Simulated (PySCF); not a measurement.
TPSS on Eu⁺ (europium, charge +1), [Xe] 4f8, high-spin 7F determinant (an excited configuration). Computed with PySCF 2.14 in x2c-TZVPPall, with the spin-free X2C one-electron Hamiltonian (Gaussian nucleus).

```
cycle= 3 E= -10842.8121084561  delta_E= -0.376  |g|= 0.196  |ddm|= 0.787
cycle= 4 E= -10842.8136382563  delta_E= -0.00153  |g|= 0.205  |ddm|= 0.612
cycle= 5 E= -10842.8202112151  delta_E= -0.00657  |g|= 0.0178  |ddm|= 0.34
cycle= 6 E= -10842.8198671501  delta_E= 0.000344  |g|= 0.0282  |ddm|= 0.113
cycle= 7 E= -10842.819922536  delta_E= -5.54e-05  |g|= 0.0218  |ddm|= 0.129
cycle= 8 E= -10842.819926816  delta_E= -4.28e-06  |g|= 0.0215  |ddm|= 0.0098
cycle= 9 E= -10842.8199133621  delta_E= 1.35e-05  |g|= 0.0215  |ddm|= 0.059
cycle= 10 E= -10842.819950434  delta_E= -3.71e-05  |g|= 0.0141  |ddm|= 0.0194
cycle= 11 E= -10842.8199667639  delta_E= -1.63e-05  |g|= 0.00981  |ddm|= 0.00684
cycle= 12 E= -10842.8199812909  delta_E= -1.45e-05  |g|= 0.00285  |ddm|= 0.00858
cycle= 13 E= -10842.8199823061  delta_E= -1.02e-06  |g|= 0.000561  |ddm|= 0.00315
cycle= 14 E= -10842.8199823148  delta_E= -8.75e-09  |g|= 4.07e-05  |ddm|= 0.00169
cycle= 15 E= -10842.8199823147  delta_E= 1.11e-10  |g|= 9.68e-06  |ddm|= 0.000202
converged SCF energy = -10842.8199823147  <S^2> = 12.006987  2S+1 = 7.0019959
```

Highest occupied orbital energy: 0.851 eV; ⟨L²⟩ = 12.09; populations by l: s 10.00, p 24.01, d 20.00, f 7.99.

**Question.** Can this result be used?

**Answer.** Not for this state. The calculation finished and met its thresholds. Spin-orbit coupling, absent here, splits the open shell strongly. At TPSS the highest occupied level has a positive energy, so only the finite basis holds that electron; for this excited configuration the basis is too tight for the outer shell.
